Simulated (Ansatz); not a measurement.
A search over several starts for the lowest SCF solution of Hf2Se4 at the given spin, in a small basis.

```yaml
crystal:
  periodic: [false, false, false]
  atoms:
    - {symbol: Hf, position_ang: [1.610281, -0.601512, -0.077373]}
    - {symbol: Hf, position_ang: [-1.605597, 0.599807, 0.077241]}
    - {symbol: Se, position_ang: [-2.671292, 0.938284, 2.157699]}
    - {symbol: Se, position_ang: [0.666653, 1.770672, 0.055197]}
    - {symbol: Se, position_ang: [-0.661991, -1.772587, -0.047378]}
    - {symbol: Se, position_ang: [2.661955, -0.934664, -2.165376]}
basis:
  gaussian: {orbitals: def2-SVP}
magnetization: {spin_polarized: true, initial_magnetization: 0}
hamiltonian: {xc: pbe0, dispersion: d4}
output: {orbitals: {seedname: orbitals}}
```

```sh
$ ansatz run in.yaml --threads 4 --pin off --events-out ev --progress --plain --max-ram 4787MiB
```

It prints (some lines left out):

```
Functional definition: PBE0
1876 factors; integrals over basis functions are off by at most 7.3e-4 eV
mean field evaluation 1: about -263950.3653 eV, gradient 2.5e1 eV
mean field evaluation 2: about -263889.8414 eV, gradient 1.1e2 eV
mean field evaluation 4: about -263954.9381 eV, gradient 6.2e0 eV
mean field evaluation 8: about -263955.2113 eV, gradient 3.3e-1 eV
mean field evaluation 16: about -263955.2120 eV, gradient 2.0e-4 eV
mean field -263955.21200333 eV, -9700.1751258538 hartree, gradient 2.7e-5 eV, S^2 0.000000; 0 other end points of the search recorded, 0 dependent functions left out
reference -263955.21204768 eV, -9700.1751274836 hartree; 80, 80 occupied and 112, 112 virtual orbitals, 1876 factors
Total energy: -263955.53192937 eV, -9700.1868829188 hartree
```

Hardware: 4 threads of Arm Neoverse V2 on a shared host. Wall time 14 s, peak host memory 1.4 GiB.

In the def2 sets Hf takes a core potential; there is no spin–orbit coupling. The structure comes from a short search, and lower isomers may exist.
